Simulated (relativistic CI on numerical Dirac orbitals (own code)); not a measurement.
# Energy levels of Ce VII

These numbers are calculated, not measured: Dirac-Coulomb-Breit CI, orbitals from a KLI potential per configuration, QED by a radiative potential, unscaled Slater integrals (own radial code, finite nucleus).

CI space (outside the closed core [Kr] 4d10): 5s2 5p4, 5s2 5p3 4f, 5s 5p5, 5s2 5p3 5d, 5p6, 5s2 5p2 4f 5d, 5s 5p4 5d, 5s 5p4 4f, 5s2 5p3 5f, 5s 5p3 4f2, 5s2 5p3 5g, 5s2 5p3 6s, 5p5 4f. Double excitations out of closed p, d and f shells are left out; levels of such configurations are missing from the list, as are those of other unlisted configurations, and high levels can miss mixing partners.

The lowest level is 5s2 5p4 3P_2, with 80 % of that term; Hund's rules for 5s2 5p4 give 3P with J = 2, in agreement.

```
No.      Configuration  Term  J  E (cm⁻¹)    %   Next component (%)       jj configuration (%)
  1            5s2 5p4    3P  2       0.0   80                16 1D               5p3/2^2 (93)
  2            5s2 5p4    3P  0   16846.9   69                28 1S               5p3/2^2 (83)
  3            5s2 5p4    3P  1   24101.9   96      2 5s2 5p3 4f 3P         5p1/2 5p3/2^3 (96)
  4            5s2 5p4    1D  2   34078.2   77                16 3P         5p1/2 5p3/2^3 (90)
  5            5s2 5p4    1S  0   74341.1   70                26 3P               5p3/2^4 (81)
  6        5p3(4S°) 4f    5F  3   88653.8   53                19 3F           5p3/2 4f5/2 (79)
  7        5p3(4S°) 4f    5F  4   89611.4   63                17 3G           5p3/2 4f7/2 (39)
  8        5p3(4S°) 4f    5F  2   90289.3   75                14 3D           5p3/2 4f5/2 (63)
  9        5p3(4S°) 4f    5F  1   90792.8   81                16 3D           5p3/2 4f5/2 (59)
 10        5p3(4S°) 4f    5F  5   92278.7   76                19 3G           5p3/2 4f7/2 (65)
 11        5p3(4S°) 4f    3F  3   95245.8   37                20 3D           5p3/2 4f7/2 (78)
 12        5p3(4S°) 4f    3F  4  104524.1   59                15 1G           5p3/2 4f5/2 (41)
 13        5p3(4S°) 4f    3F  2  104670.4   79                11 1D           5p3/2 4f7/2 (56)
 14        5p3(2D°) 4f    3G  3  111726.7   47                20 3D   5p1/2 5p3/2^2 4f5/2 (73)
 15        5p3(2D°) 4f    3G  4  113457.1   53                23 5F   5p1/2 5p3/2^2 4f7/2 (54)
 16        5p3(2D°) 4f    3F  2  114799.7   33                28 3D   5p1/2 5p3/2^2 4f5/2 (70)
 17        5p3(2D°) 4f    3D  3  117932.6   49                24 3F   5p1/2 5p3/2^2 4f7/2 (55)
 18        5p3(2D°) 4f    3F  4  118439.8   46                42 3H   5p1/2 5p3/2^2 4f5/2 (59)
 19        5p3(2D°) 4f    3H  5  119103.2   38                28 3G   5p1/2 5p3/2^2 4f7/2 (74)
 20        5p3(2D°) 4f    1P  1  120817.3   65                16 3D   5p1/2 5p3/2^2 4f5/2 (55)
 21        5p3(2D°) 4f    3F  2  126512.0   40                29 3D   5p1/2 5p3/2^2 4f5/2 (70)
 22        5p3(2D°) 4f    3F  4  126831.5   54                22 3H   5p1/2 5p3/2^2 4f5/2 (57)
 23        5p3(2D°) 4f    3G  5  126892.9   83                14 1H   5p1/2 5p3/2^2 4f7/2 (66)
 24        5p3(2D°) 4f    1H  5  127817.5   53                43 3H   5p1/2 5p3/2^2 4f5/2 (81)
 25        5p3(2D°) 4f    3H  6  129229.0  100                       5p1/2 5p3/2^2 4f7/2 (100)
 26        5p3(2D°) 4f    3F  3  129554.0   88                10 1F   5p1/2 5p3/2^2 4f5/2 (65)
 27        5p3(2D°) 4f    3D  1  129972.3   98                 1 3P   5p1/2 5p3/2^2 4f5/2 (69)
 28        5p3(2D°) 4f    3P  2  131255.6   42                26 3F   5p1/2 5p3/2^2 4f7/2 (64)
 29        5p3(2D°) 4f    1F  3  133570.2   56                22 3F   5p1/2 5p3/2^2 4f7/2 (58)
 30        5p3(2D°) 4f    3P  1  134726.0   74                18 1P   5p1/2 5p3/2^2 4f7/2 (70)
 31        5p3(2D°) 4f    1D  2  135321.9   56                31 3D   5p1/2 5p3/2^2 4f7/2 (72)
 32        5p3(2D°) 4f    3P  0  136178.5   97         3 5s2 5p4 3P   5p1/2 5p3/2^2 4f5/2 (97)
 33        5p3(2D°) 4f    1G  4  138500.0   74                18 3G   5p1/2 5p3/2^2 4f7/2 (50)
 34        5p3(2P°) 4f    3F  3  143170.0   59                17 3D   5p1/2 5p3/2^2 4f7/2 (81)
 35        5p3(2P°) 4f    3F  2  145871.3   78                12 1D   5p1/2 5p3/2^2 4f5/2 (77)
 36        5p3(2P°) 4f    3F  4  146520.9   50                32 3G   5p1/2 5p3/2^2 4f7/2 (89)
 37        5p3(2P°) 4f    3G  3  146735.6   53                45 1F   5p1/2 5p3/2^2 4f5/2 (65)
 38        5p3(2P°) 4f    3D  1  153830.3   63                15 3P         5p3/2^3 4f5/2 (78)
 39        5p3(2P°) 4f    3G  5  158112.8   64                14 3H         5p3/2^3 4f7/2 (83)
 40        5p3(2P°) 4f    3D  2  158912.0   52                24 3P         5p3/2^3 4f7/2 (41)
 41        5p3(2P°) 4f    1G  4  160735.8   39                26 3G         5p3/2^3 4f5/2 (88)
 42             5s 5p5   3P°  2  162474.9   78    19 5s2 5p3 5d 3P°            5s 5p3/2^3 (78)
 43        5p3(2P°) 4f    3D  3  165106.8   73                11 1F         5p3/2^3 4f7/2 (78)
 44        5p3(2P°) 4f    1F  3  168357.7   39                33 3G         5p3/2^3 4f5/2 (87)
 45        5p3(2P°) 4f    1G  4  169517.3   41                37 3F         5p3/2^3 4f7/2 (86)
 46             5s 5p5   3P°  1  174918.3   66    18 5s2 5p3 5d 3P°            5s 5p3/2^3 (48)
 47        5p3(2P°) 4f    1D  2  175593.9   72                17 3F         5p3/2^3 4f5/2 (39)
 48             5s 5p5   3P°  0  187871.6   73    21 5s2 5p3 5d 3P°      5s 5p1/2 5p3/2^4 (73)
 49        5p3(4S°) 5d   5D°  2  204162.4   62               14 3D°           5p3/2 5d3/2 (63)
 50        5p3(4S°) 5d   5D°  0  204259.3   74               12 3P°           5p3/2 5d3/2 (54)
 51        5p3(4S°) 5d   5D°  3  204427.0   66               13 3D°           5p3/2 5d3/2 (40)
 52        5p3(4S°) 5d   5D°  1  205118.6   72                7 3P°           5p3/2 5d3/2 (45)
 53        5p3(4S°) 5d   5D°  4  207325.8   76               15 3F°           5p3/2 5d5/2 (60)
 54             5s 5p5   1P°  1  210194.3   39    39 5s2 5p3 5d 1P°      5s 5p1/2 5p3/2^4 (33)
 55        5p3(2D°) 5d   3D°  2  214640.6   31               25 3F°           5p3/2 5d5/2 (52)
 56  5s 5p4(3P)<4P> 4f   5F°  3  223606.4   26    18 5s2 5p3 5d 3F°      5s 5p3/2^2 4f5/2 (33)
 57  5s 5p4(3P)<4P> 4f   5F°  4  225555.2   68                8 5G°      5s 5p3/2^2 4f5/2 (44)
 58  5s 5p4(3P)<4P> 4f   5F°  2  225583.6   33    24 5s2 5p3 5d 3D°      5s 5p3/2^2 4f5/2 (40)
 59        5p3(2D°) 5d   3D°  1  226287.5   68     12 5s 5p4 4f 5F°   5p1/2 5p3/2^2 5d3/2 (30)
 60        5p3(2D°) 5d   3D°  3  226904.0   34     31 5s 5p4 4f 5F°   5p1/2 5p3/2^2 5d5/2 (27)
 61  5s 5p4(3P)<4P> 4f   5F°  5  227317.3   73               14 5G°      5s 5p3/2^2 4f7/2 (60)
 62        5p3(2D°) 5d   1S°  0  231252.8   71               13 3P°   5p1/2 5p3/2^2 5d3/2 (37)
 63  5s 5p4(3P)<4P> 4f   5F°  2  231398.6   38    26 5s2 5p3 5d 3F°   5p1/2 5p3/2^2 5d3/2 (43)
 64  5s 5p4(3P)<4P> 4f   5F°  1  231736.6   58    20 5s2 5p3 5d 3D°      5s 5p3/2^2 4f5/2 (34)
 65        5p3(2D°) 5d   3F°  3  232773.4   49               18 3D°   5p1/2 5p3/2^2 5d3/2 (55)
 66        5p3(2D°) 5d   3G°  3  234487.8   49               20 3D°   5p1/2 5p3/2^2 5d5/2 (35)
 67  5s 5p4(3P)<4P> 4f   5G°  6  235421.4   81  9 5s2 5p2 4f 5d 5G°      5s 5p3/2^2 4f7/2 (80)
 68        5p3(2D°) 5d   3G°  4  235469.0   44               22 3F°   5p1/2 5p3/2^2 5d5/2 (48)
 69  5s 5p4(3P)<4P> 4f   3G°  5  239415.1   34               33 5G°      5s 5p3/2^2 4f5/2 (56)
 70        5p3(2D°) 5d   3F°  4  239685.8   71               11 3G°   5p1/2 5p3/2^2 5d5/2 (66)
```

Energies count from the lowest computed level; ° marks odd parity. Percentages are summed over parent terms; the parents shown are those of the largest component, closed shells are left out there, and <> holds an intermediate term. Filled j subshells are mostly left out of the jj labels.

The mean weight of the leading LS term, summed over parents, in these 70 levels is 61 %, and that of the leading jj configuration (from the same eigenvectors) 63 %.

At this charge configurations can still be misplaced by up to about 7 % of their energy. Levels and lines within the n = 5 or 6 shells can be off by up to 10 % or somewhat more, and those that change n by about 2 %, since core polarisation is missing. Levels that differ in their count of f electrons can be misplaced by several ten thousand cm⁻¹, since the correlation energy of f electrons is missing or only estimated; rates across such gaps can be off by orders of magnitude.

LS names give the leading component of a level, which can be under half, so a name can repeat, a term be missing and a line seem to break the LS rules.
